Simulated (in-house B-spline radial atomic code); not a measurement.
Configurations of Ti⁴⁺, with energies counted from [Ne] 3s2 3p6. Method: Dirac-Hartree-Fock, average of configuration, Fermi nucleus of rms radius 3.5921 fm. Calculated with an all-electron radial atomic-structure program (B-spline basis). Energies include first-order Breit, QED and recoil terms.

Occupations are held fixed; configurations that lie above the ionisation limit could autoionise.

| configuration | E - E(ref) (eV) | highest orbital | its <r> (bohr) |
| --- | --- | --- | --- |
| [Ne] 3s2 (3p1/2)1 (3p3/2)4 (4d5/2)1 | 71.151 | 4d5/2 | 3.145 |
| [Ne] 3s2 (3p1/2)2 (3p3/2)3 (5d3/2)1 | 81.447 | 5d3/2 | 5.581 |
| [Ne] 3s2 (3p1/2)1 (3p3/2)4 6s1 | 84.043 | 6s1/2 | 6.96 |
| [Ne] 3s2 (3p1/2)2 (3p3/2)3 (5f5/2)1 | 84.18 | 5f5/2 | 6.105 |
| [Ne] 3s2 (3p1/2)1 (3p3/2)4 (7d5/2)1 | 90.819 | 7d5/2 | 12.24 |
| [He] 2s2 (2p1/2)2 (2p3/2)3 3s2 3p6 (5f5/2)1 | 514.61 | 5f5/2 | 6.103 |
| [He] 2s2 (2p1/2)2 (2p3/2)3 3s2 3p6 (7g7/2)1 | 521.54 | 7g7/2 | 12.68 |

Order these further configurations by energy, lowest first.
A. [Ne] 3s2 (3p1/2)2 (3p3/2)3 (4f5/2)1
B. [Ne] 3s2 (3p1/2)1 (3p3/2)4 5s1
C. [He] 2s2 (2p1/2)1 (2p3/2)4 3s2 3p6 (6g9/2)1
D. [He] 2s2 (2p1/2)1 (2p3/2)4 3s2 3p6 (4f5/2)1
E. [He] 2s2 (2p1/2)1 (2p3/2)4 3s2 3p6 (3d3/2)1

B (75.158 eV), A (76.427 eV), E (468.75 eV), D (512.47 eV), C (524.63 eV).

How far above the reference does [Ne] 3s2 (3p1/2)2 (3p3/2)3 (6f5/2)1 lie?

88.427 eV; its least bound orbital is 6f5/2 with <r> = 9.355 bohr.

How far above the reference does [Ne] 3s2 (3p1/2)2 (3p3/2)3 (5g9/2)1 lie?

84.441 eV; its least bound orbital is 5g9/2 with <r> = 5.493 bohr.

How far above the reference does [He] 2s2 (2p1/2)1 (2p3/2)4 3s2 3p6 5s1 lie?

510.12 eV; its least bound orbital is 5s1/2 with <r> = 4.307 bohr.
